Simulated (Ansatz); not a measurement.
Geometry optimisation, RKS PBE0-D4/cc-pVDZ (Ansatz 0.2.0).

Input:

```yaml
crystal:
  periodic: [false, false, false]
  atoms:
    - { symbol: B, position_ang: [-1.43968, 1.0738, -0.54949] }
    - { symbol: B, position_ang: [-0.03548, 0.28409, -0.59731] }
    - { symbol: Si, position_ang: [0.46543, -0.70499, 1.04853] }
    - { symbol: S, position_ang: [1.07658, 0.19622, -1.9843] }
    - { symbol: H, position_ang: [-1.53223, 2.17786, -0.15497] }
    - { symbol: H, position_ang: [-2.46658, 0.55752, -0.79453] }
    - { symbol: H, position_ang: [1.91531, -0.98494, 1.09543] }
    - { symbol: H, position_ang: [-0.18833, -2.02151, 1.11075] }
    - { symbol: H, position_ang: [0.14377, -0.01844, 2.3057] }
    - { symbol: H, position_ang: [0.34764, 0.70852, -1.61808] }
basis:
  gaussian: { orbitals: cc-pVDZ }
hamiltonian:
  xc: pbe0
  dispersion: d4
relax:
  f_tol: 0.02
  max_steps: 50
output:
  orbitals: {}
```

Launched with:

```bash
$ ansatz run input.yaml --threads 2 --pin off --max-ram 3072MiB --backend cpu --events-out ev --progress --plain --runs-dir out
```

Q: Where does it end, and by what steps?

A: The forces met the threshold. The force dipped under the threshold on the way, but the program's further checks kept it going. After 23 steps the energy has fallen by 7.248 eV; H10 moved furthest, 1.15 Å. The start is strongly strained (largest force component 24 eV/Å), so its close contacts needn't be bonds. Parted: B2–H10.

```
step  energy less start (eV)  largest force component (eV/Å)  accepted
   0                  0.0000                          24.055       yes
   1                 -4.2117                           7.538       yes
   2                 -5.6501                           1.775       yes
   3                 -5.8401                           1.752       yes
   4                 -6.2807                           1.967       yes
   5                 -6.7186                           1.692       yes
   6                 -7.0802                           0.726       yes
   7                 -7.2191                           0.277       yes
   8                 -7.2138                           0.415        no
   9                 -7.2389                           0.096       yes
  10                 -7.2409                           0.082       yes
  11                 -7.2423                           0.052       yes
  12                 -7.2431                           0.108       yes
  13                 -7.2438                           0.071       yes
  14                 -7.2445                           0.051       yes
  15                 -7.2451                           0.060       yes
  16                 -7.2455                           0.074       yes
  17                 -7.2459                           0.067       yes
  18                 -7.2466                           0.052       yes
  19                 -7.2470                           0.022       yes
  20                 -7.2473                           0.018       yes
  21                 -7.2475                           0.020       yes
  22                 -7.2476                           0.019       yes
  23                 -7.2477                           0.016       yes
```

```xyz
10
Properties=species:S:1:pos:R:3
B -1.540 0.995 -0.457
B -0.052 0.290 -0.448
Si 0.500 -0.788 1.187
S 1.179 0.349 -1.736
H -1.717 2.107 -0.010
H -2.520 0.407 -0.859
H 1.889 -1.344 1.048
H -0.453 -1.932 1.392
H 0.450 0.073 2.416
H 0.550 1.111 -2.671
```

The run took 59 s on 2 threads of Intel(R) Xeon(R) Platinum 8488C (Sapphire Rapids), on a shared host, peak memory 0.21 GiB.
